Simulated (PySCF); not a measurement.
## From computed data to an observable: refractive index and permittivity of the vapour

CH5FN2Si2, SMILES F[Si@@H]1C=N[SiH2]N1.

Geometry optimised at r2SCAN-D4/def2-SVP. The structure was generated by enumeration; whether it is a known compound was not checked.

PBE0/def2-TZVP in PySCF gives a mean static polarisability of 69.4 bohr³ and a dipole moment of 2.02 D. Take an ideal gas at 298.15 K and 0.01 bar, whether or not the substance is that volatile.

Question: Work out n − 1 in the optical limit and the static ε − 1.

Answer: 
Polarisability volume α' = 69.4 × 0.148185 = 10.28 Å³. Number density N = p/kT = 2.43e-7 Å⁻³.
Dilute limit of Lorentz–Lorenz: n − 1 = 2π N α' = 1.6e-5.
Orientation term of Debye: μ²/(3kT) = 8.098 Å³ × μ²(D²) = 33.04 Å³.
ε − 1 = 4π N (α' + μ²/3kT) = 0.00013. Orientation of the dipole supplies 76 % of the static response; it can't follow optical fields. Vibrational polarisation and dispersion are left out.
